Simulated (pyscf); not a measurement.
O=Si(OH)–F (SMILES O=[Si](O)F), singlet

Gas-phase minimum from PySCF at ωB97X-D3(BJ)/def2-SVP, one conformer. 

```
Si
O 1 1.5143
F 1 1.6074 2 126.01
O 1 1.6249 2 128.31 3 -179.97
H 4 0.9646 1 118.17 2 179.87
```

Properties at ωB97X-D3(BJ)/def2-SVP:

| Property | Value |
|---|---|
| Harmonic wavenumbers, unscaled | 318, 336, 362, 418, 793, 852, 989, 1353, 3916 cm⁻¹ |
| Zero-point energy | 13.3 kcal/mol |
| Rotational symmetry number | 1 |
| Entropy of this conformer at 298 K and 1 atm, rigid rotor and harmonic oscillator, modes under 100 cm⁻¹ raised to 100 | 288.1 J/(mol K) |
| Dipole moment | 4.29 D |

Single-point totals, which compare only within one level (frozen core for MP2 and CC):

```json
[
 {"level": "ωB97X-D3(BJ)/def2-TZVP", "total energy (hartree)": "-540.66859"},
 {"level": "PBE/def2-TZVP", "total energy (hartree)": "-540.23602"},
 {"level": "r²SCAN/def2-TZVP", "total energy (hartree)": "-540.49542"},
 {"level": "B3LYP-D3(BJ)/def2-TZVP", "total energy (hartree)": "-540.65533"},
 {"level": "PBE0-D3(BJ)/def2-TZVP", "total energy (hartree)": "-540.25372"},
 {"level": "M06-2X/def2-TZVP", "total energy (hartree)": "-540.52506"},
 {"level": "ωB97M-D3(BJ)/def2-TZVP", "total energy (hartree)": "-540.72468"},
 {"level": "HF/def2-TZVPP", "total energy (hartree)": "-538.92546"},
 {"level": "MP2/def2-TZVPP", "total energy (hartree)": "-539.76170"},
 {"level": "CCSD/def2-TZVPP", "total energy (hartree)": "-539.75926"},
 {"level": "CCSD(T)/def2-TZVPP", "total energy (hartree)": "-539.79013"}
]
```

The CCSD(T) − MP2 part came from Ansatz, without density fitting, on the same reference.
